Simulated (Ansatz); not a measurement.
Reaction (formal exchange of groups at the Si–O bond): `O[Si]1([O][AlH2])CN1` + BH₃ → `B[Si]1(O)CN1` + `[OH][AlH2]`

Isolated molecules relaxed with PBE0-D4/def2-TZVP in Ansatz; ΔE leaves out vibrations. CBS: MP2 limit from def2 TZ/QZ plus the TZ coupled-cluster correction, frozen cores. This one scheme is used for every species. Functionals use def2-TZVPP. B3LYP here is the variant with VWN-RPA as its local correlation; programs differ in this. Each species was taken in one conformer, which may not be the lowest.

Task: Is it downhill or uphill in electronic energy at CCSD(T)/CBS, and by how much? (Estimate.)

Result: The calculation gave: Uphill: ΔE = +35.0 kcal/mol.

Task: What do these levels give: PBE0-D4, B3LYP-D4, PBE0, CCSD/def2-TZVPP, MP2/def2-QZVPP, MP2/CBS(def2)? (Best estimate.)

Result: Computed: PBE0-D4 30.8, B3LYP-D4 34.0, PBE0 30.1, CCSD/def2-TZVPP 36.2, MP2/def2-QZVPP 36.7, MP2/CBS(def2) 36.4 kcal/mol.

Largest T1 diagnostic among the species: 0.014.

From PBE to PBE0 (25 % exact exchange), in def2-TZVPP and without D4, ΔE moves by +4.2 kcal/mol. In def2-TZVPP, CCSD(T) changes the Hartree–Fock value by −6.8 kcal/mol (the triples alone add −1.0 kcal/mol) and MP2 by −5.4 kcal/mol.
